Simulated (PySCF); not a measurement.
**Radial density of Pd⁺ (palladium, charge +1)**

PBEsol, [Kr] 4d9, 2D determinant. All numbers are calculated (PySCF 2.14, a scalar-relativistic core potential, in aug-cc-pVDZ-PP with ECP28MDF (5s5p4d2f, 54 functions)). This is the valence pseudo-density: the core potential removes the inner electrons and smooths the orbitals near the nucleus.

| r (bohr) | 4πr²ρ (e/bohr) | 4πr²(ρα − ρβ) |
| --- | --- | --- |
| 0.0187 | 1.330e-05 | 0.0000 |
| 0.0314 | 3.354e-05 | 0.0000 |
| 0.0528 | 7.975e-05 | 0.0000 |
| 0.0888 | 0.0003108 | 0.0000 |
| 0.149 | 0.003303 | 0.0002 |
| 0.251 | 0.05513 | 0.0034 |
| 0.423 | 1.312 | 0.0544 |
| 0.711 | 12.41 | 0.4659 |
| 1.20 | 13.49 | 0.7771 |
| 2.01 | 3.050 | 0.2791 |
| 3.38 | 0.2736 | 0.0206 |
| 5.69 | 0.005240 | 0.0002 |

Energies and moments cover only the electrons outside the core potential.
